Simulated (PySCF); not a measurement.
# Chlorine: highly charged ions in a basis for the neutral atom

Cl¹⁵⁺ 1s2, Cl¹⁶⁺ 1s1. Computed with PySCF 2.14 in def2-TZVP (5s5p2d1f, 37 functions), with no relativity, point nucleus. No spin-orbit coupling, so a gap to NIST mixes the basis error with missing relativistic terms.

Changed run: basis of the neutral atom used for a highly charged ion. This setting is unsound on purpose.

| species | method | sound run (hartree) | changed run (hartree) | converged |
| --- | --- | --- | --- | --- |
| Cl¹⁵⁺ | UHF | not run | -278.47374 | yes |
| Cl¹⁵⁺ | PBE0 | not run | -278.36515 | yes |
| Cl¹⁵⁺ | PBE | not run | -278.31315 | yes |
| Cl¹⁶⁺ | UHF | not run | -144.43645 | yes |
| Cl¹⁶⁺ | PBE0 | not run | -144.35999 | yes |
| Cl¹⁶⁺ | PBE | not run | -144.33259 | yes |

Ionisation energy of Cl¹⁵⁺:

```
method  changed run (eV)  NIST (eV)
   UHF            3647.3     3658.3
  PBE0            3646.5     3658.3
   PBE            3645.8     3658.3
```

The contracted functions were made for the neutral atom and can be too rigid for a highly charged ion.
